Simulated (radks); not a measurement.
Q: These are the eigenvalues of the occupied orbitals of an atom or ion with whole-number occupations (hartree). Method: Dirac Kohn-Sham, PW91, spin-unpolarised, spherical densities, point nucleus; computed with a radial shooting solver on a logarithmic mesh with Libxc functionals.

| orbital | eigenvalue |
|---|---|
| 1s1/2 | -1776.622 |
| 2s1/2 | -292.1197 |
| 2p1/2 | -277.1699 |
| 2p3/2 | -253.3442 |
| 3s1/2 | -64.74179 |
| 3p1/2 | -58.28631 |
| 3p3/2 | -53.42937 |
| 3d3/2 | -42.25992 |
| 3d5/2 | -41.20293 |
| 4s1/2 | -13.34316 |
| 4p1/2 | -10.85107 |
| 4p3/2 | -9.78132 |
| 4d3/2 | -5.68053 |
| 4d5/2 | -5.48889 |
| 5s1/2 | -2.23680 |
| 5p1/2 | -1.54405 |
| 5p3/2 | -1.38961 |
| 4f5/2 | -0.72197 |
| 4f7/2 | -0.69839 |
| 6s1/2 | -0.41263 |
| 5f5/2 | -0.02056 |

Which element is it, and in what charge state? The configuration may be excited. Open shells, if any, fill j = l - 1/2 first.

A: Z = 63, europium, charge 0: Eu in [Kr] 4d10 4f7 5s2 5p4 6s2 5f2. The list shows which subshells hold electrons but not how many an open one holds; the 1s level, -1776.6 hartree, gives Z - s = 59.6 by -(Z - s)^2/2, which with screening and relativity narrows Z to a few neighbours, and the depths of the outer levels then fix element, charge and occupations together.
